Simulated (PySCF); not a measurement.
CH4, charge +1, doublet, at the geometry optimised at the base level (a state made from the parent by changing its charge; the spin is typed, not shown lowest); HF/cc-pVDZ, frequencies run with PySCF.

PySCF was given this input:
```python
from pyscf import gto, scf
from pyscf.hessian import thermo

mol = gto.Mole()
mol.atom = '''
    C    -0.000000   -0.000000   -0.000000
    H    -0.919597   -0.116353   -0.612977
    H     0.200003    1.060906   -0.263467
    H    -0.340163   -0.610337    0.864127
    H     1.059757   -0.334216    0.012316
'''
mol.basis = 'cc-pvdz'
mol.charge = 1
mol.spin = 1
mol.verbose = 3
mol.build()

mf = scf.UHF(mol)
mf.kernel()
hess = mf.Hessian().kernel()
freq = thermo.harmonic_analysis(mf.mol, hess)
thermo.dump_normal_mode(mf.mol, freq)
th = thermo.thermo(mf, freq['freq_au'], 298.15, 101325)
thermo.dump_thermo(mf.mol, th)
```

What the program printed (banner, timings and long lists left out):

```
converged SCF energy = -39.7610820339544  <S^2> = 0.75677679  2S+1 = 2.0067654
Mode                                 0                   1                   2
Irrep
Freq [cm^-1]                     -685.9768           -685.9748           1115.5990
Reduced mass [au]                   1.1840              1.1840              1.2605
Force const [Dyne/A]               -0.3283             -0.3283              0.9243
Char temp [K]                       0.0000              0.0000           1605.0985
Normal mode                   x     y     z       x     y     z       x     y     z
       0   C                 0.07  0.08 -0.04   -0.09  0.05 -0.06    0.02 -0.08 -0.11
       1   H                -0.19 -0.39  0.35    0.04 -0.31  0.02   -0.24  0.26  0.26
       2   H                -0.29  0.07  0.10    0.50 -0.04  0.25   -0.12  0.09  0.41
       3   H                -0.23 -0.14 -0.17    0.53 -0.13  0.12   -0.03  0.38  0.22
       4   H                -0.16 -0.49  0.23   -0.03 -0.11  0.30    0.10  0.22  0.37
Mode                                 3                   4                   5
Irrep
Freq [cm^-1]                     1380.6829           1481.8836           2908.0201
Reduced mass [au]                   1.0080              1.0080              1.0391
Force const [Dyne/A]                1.1321              1.3042              5.1771
Char temp [K]                    1986.4953           2132.1006           4183.9934
Normal mode                   x     y     z       x     y     z       x     y     z
       0   C                 0.00  0.00  0.00   -0.00 -0.00 -0.00    0.01 -0.03 -0.04
       1   H                 0.23 -0.30 -0.33    0.13  0.40 -0.27    0.41  0.04  0.26
       2   H                -0.13  0.16  0.46   -0.47  0.05 -0.15    0.09  0.46 -0.13
       3   H                -0.05  0.40  0.29    0.47 -0.05  0.15   -0.15 -0.28  0.37
       4   H                -0.06 -0.26 -0.42   -0.13 -0.40  0.27   -0.47  0.14 -0.02
Mode                                 6                   7                   8
Irrep
Freq [cm^-1]                     3006.0777           3050.1518           3050.1535
Reduced mass [au]                   1.0080              1.0975              1.0975
Force const [Dyne/A]                5.3667              6.0160              6.0160
Char temp [K]                    4325.0765           4388.4893           4388.4917
Normal mode                   x     y     z       x     y     z       x     y     z
       0   C                -0.00 -0.00 -0.00    0.02  0.07 -0.05    0.08 -0.01  0.02
       1   H                 0.42  0.04  0.26    0.04  0.08 -0.04   -0.53 -0.09 -0.39
       2   H                -0.09 -0.47  0.14   -0.11 -0.64  0.13    0.09 -0.03  0.03
       3   H                 0.15  0.29 -0.38   -0.21 -0.34  0.53    0.09 -0.02  0.04
       4   H                -0.48  0.14 -0.02    0.04  0.07 -0.05   -0.63  0.22  0.02
temperature 298.1500 [K]
pressure 101325.00 [Pa]
Rotational constants [GHz] 181.54991 181.54980 115.09036
Symmetry number 4
Zero-point energy (ZPE) 0.03643 [Eh]   95656.802 [J/mol]
                           tot       elec      trans        rot        vib
Entropy [J/mol/K]       201.160      5.763    143.358     51.659      0.380
Cv [J/mol/K]             26.870      0.000     12.472     12.472      1.927
Cp [J/mol/K]             35.185      0.000     20.786     12.472      1.927
Internal energy [J/mol]                      3718.434   3718.434  95753.476
Internal energy [Eh]   -39.72178  -39.76108
Enthalpy [J/mol]                             6197.391   3718.434  95753.476
Enthalpy [Eh]          -39.72083
Gibbs free energy [J/mol]                  -36544.845 -11683.678  95640.275
Gibbs free energy [Eh] -39.74368
```
